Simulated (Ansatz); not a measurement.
CH$_{4}$AlBrGe. Total charge 0; spin multiplicity 1. The bonds changed during the relaxation, so this is another structure than the one it started from.

```xyz
8

Br    1.966   -0.619   -0.706
C     0.464    0.713   -0.406
Al   -0.544   -0.798   -1.090
Ge   -0.534   -0.063    1.180
H     0.875    1.708   -0.544
H    -1.014   -1.478   -2.430
H    -1.559    1.005    1.618
H     0.346   -0.468    2.378
```

(1) What are the harmonic wavenumbers in cm⁻¹ at PBE0-D4/def2-TZVP (Ansatz, finite differences of forces, unscaled)? (Estimate.)

(2) Is this a minimum?

(3) Give the ideal-gas thermochemistry at 298.15 K and 1 bar (rigid rotor, harmonic oscillator; point group C1, symmetry number 1).

Answers

(1) Ansatz gave: 132, 191, 332, 366, 380, 436, 479, 553, 582, 607, 715, 787, 851, 1011, 1962, 2106, 2124, 3194.

(2) Yes, all 18 modes are real.

(3) Zero-point energy 100.5 kJ/mol; H(298) − E = 120.0 kJ/mol; entropy 345.2 J/(mol·K), of which translation 174.7, rotation 119.1, vibration 51.5; G(298) − E = 17.0 kJ/mol.
